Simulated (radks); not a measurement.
Values are calculated unless marked as measured or tabulated.
Effect of the nuclear size on neutral iron, [Ar] 3d6 4s2. Level of theory: Dirac Kohn-Sham, PBE, spin-unpolarised, spherical densities, finite nucleus; open shells fill j = l - 1/2 first; Fermi nuclear charge, rms radius 3.7377 fm (a radial shooting solver on a logarithmic mesh with Libxc functionals). The rms radius is varied about that value; shifts are against it.

\begin{tabular}{lrrrrrr}
rms radius (fm) & total energy shift (eV) & density at nucleus (e/bohr^3) & 1s1/2 shift (meV) & 2s1/2 shift (meV) & 2p1/2 shift (meV) & 3s1/2 shift (meV) \\ \hline
3.035 & -0.0378 & 1.524e+04 & -16.0 & -1.44 & 0.154 & -0.202 \\
3.5396 & -0.0114 & 1.514e+04 & -4.84 & -0.436 & 0.047 & -0.061 \\
3.7377 & 0 & 1.51e+04 & 0.000 & 0.000 & 0.000 & 0.000 \\
3.8872 & 0.00902 & 1.508e+04 & 3.82 & 0.344 & -0.037 & 0.048 \\
4.4516 & 0.0461 & 1.499e+04 & 19.5 & 1.76 & -0.188 & 0.246 \\
\end{tabular}

Slopes of the eigenvalues against <r^2> in GHz/fm^2, as finite differences over the two radii next to the reference (eigenvalue slopes, not the field-shift constants of lines): 1s1/2 812, 2s1/2 73.1, 2p1/2 -7.80, 3s1/2 10.2.
